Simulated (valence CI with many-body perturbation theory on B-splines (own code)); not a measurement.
**Sr23+: one-electron terms**

Level of theory: relativistic CI+MBPT: five valence electrons over a frozen Dirac-Fock core [Ne], radial functions for each j: 11 s, 11 p, 10 d, 8 f, 5 g, 2 h, with the one-electron correlation potential Σ1 (screened to all orders), the two-electron term Σ2, the three-electron term Σ3, Breit, model QED; selected single and double excitations, second order for the rest, scaled by the run's own slope (own B-spline code, finite nucleus).

No measured levels were compared; by estimate levels of excited configurations hold to 0.05 to 0.15 % of their energy, terms of the ground configuration to about 0.5 %. Among the levels kept, up to 3500 cm⁻¹ of a level comes from second order outside the variational space, and about a tenth of that is noise between levels of different J, which matters for small intervals.

These are the spectroscopic orbitals of the CI (the correlating ones are not listed), shaped by the core and the other valence electrons. h is the expectation value of the core's Dirac-Fock operator, without the valence repulsion; Σ1 is computed up to l = 3 at one energy for each symmetry, that of its lowest orbital but kept below the first core excitation, so for empty shells it is not the orbital's own correlation shift; Breit and QED include the response of the core, and the two lowest orbitals of each symmetry also the frequency dependence of Breit exchange, which makes a step in that column.

```
Orbital  h (hartree)  Σ1 (cm⁻¹)  Breit (cm⁻¹)  QED (cm⁻¹)  ⟨r⟩ (bohr)
  3s1/2      -50.908      -5773          3927        2775      0.4297
  4s1/2      -27.345      -1810          1449        1047      0.8175
  5s1/2      -17.026       -800           674         493       1.335
  6s1/2      -11.618       -429           371         273       1.976
  7s1/2      -8.4304       -258           226         167       2.741
  8s1/2      -6.3953       -168           148         109       3.631
  3p1/2      -48.646      -7062          6377        -153      0.4159
  4p1/2      -26.399      -2202          2381       -55.2      0.8168
  5p1/2      -16.554       -989          1137       -26.0       1.345
  6p1/2      -11.348       -536           633       -14.4       1.997
  7p1/2      -8.2623       -324           389        -8.8       2.773
  8p1/2      -6.2837       -211           256        -5.8       3.674
  3p3/2       -48.02      -6765          3956         104      0.4222
  4p3/2      -26.149      -2136          1456        40.9      0.8253
  5p3/2      -16.429       -964           711        20.0       1.356
  6p3/2      -11.277       -524           395        11.2       2.010
  7p3/2      -8.2184       -317           242         6.9       2.788
  8p3/2      -6.2546       -207           160         4.6       3.691
  3d3/2       -45.03      -8037          2674        -118      0.3746
  4d3/2      -24.988      -2138           938       -40.4      0.7980
  5d3/2      -15.862       -941           446       -19.2       1.343
  6d3/2      -10.957       -506           248       -10.7       2.012
  7d3/2      -8.0196       -305           153        -6.6       2.806
  3d5/2      -44.902      -7795          1189       -43.2      0.3763
  4d5/2      -24.933      -2071           415       -11.8      0.8002
  5d5/2      -15.834       -911           200        -5.0       1.346
  6d5/2      -10.941       -490           111        -2.6       2.015
  7d5/2      -8.0093       -296          68.4        -1.6       2.809
  4f5/2      -24.312      -1485          57.6        -9.6      0.7172
  5f5/2      -15.521       -745          40.3        -5.4       1.275
  6f5/2      -10.762       -425          26.1        -3.3       1.955
  7f5/2      -7.8978       -265          17.5        -2.1       2.760
  4f7/2      -24.291      -1468           8.0         1.5      0.7181
  5f7/2       -15.51       -735           5.6         0.2       1.276
  6f7/2      -10.755       -419           3.5         0.0       1.956
  7f7/2      -7.8938       -262           2.4        -0.1       2.761
  5g7/2      -15.402                      0.8        -1.7       1.137
  6g7/2      -10.698                      0.8        -1.0       1.821
  7g7/2      -7.8591                      0.7        -0.7       2.631
  5g9/2      -15.396                      0.0         1.2       1.138
  6g9/2      -10.695                      0.0         0.7       1.822
  7g9/2      -7.8569                      0.0         0.4       2.631
  6h9/2      -10.674                                            1.623
 6h11/2      -10.671                                            1.623
```

Among the shells of the start configuration 3s2 3p3, Σ1 is largest in size for 3p1/2, where it is 0.066 % of h.

Lowest root of each symmetry, sizes in configuration state functions:

| J | Parity | Roots | Reference | Variational | Second order | Change by selected CI (cm⁻¹) | Change by second order (cm⁻¹) |
| --- | --- | --- | --- | --- | --- | --- | --- |
| 1/2 | even | 12 | 92 | 31987 | 821640 | -11502 | -340 |
| 3/2 | even | 16 | 146 | 31835 | 1633853 | -10737 | -868 |
| 5/2 | even | 13 | 157 | 31862 | 1949789 | -10305 | -984 |
| 7/2 | even | 9 | 123 | 31652 | 1953761 | -14456 | -1342 |
| 9/2 | even | 5 | 82 | 31993 | 1590329 | -15531 | -1194 |
| 11/2 | even | 1 | 37 | 32833 | 759949 | -10346 | -699 |
| 13/2 | even | 1 | 15 | 33141 | 677912 | -11167 | -384 |
| 1/2 | odd | 23 | 94 | 31992 | 1385424 | -14477 | -868 |
| 3/2 | odd | 34 | 153 | 32000 | 2806377 | -11908 | -1087 |
| 5/2 | odd | 32 | 158 | 31990 | 3258133 | -13306 | -1855 |
| 7/2 | odd | 24 | 131 | 31990 | 2817180 | -8729 | -1247 |
| 9/2 | odd | 12 | 83 | 31923 | 2602299 | -8804 | -1006 |
| 11/2 | odd | 4 | 43 | 32078 | 1863129 | -16227 | -1399 |
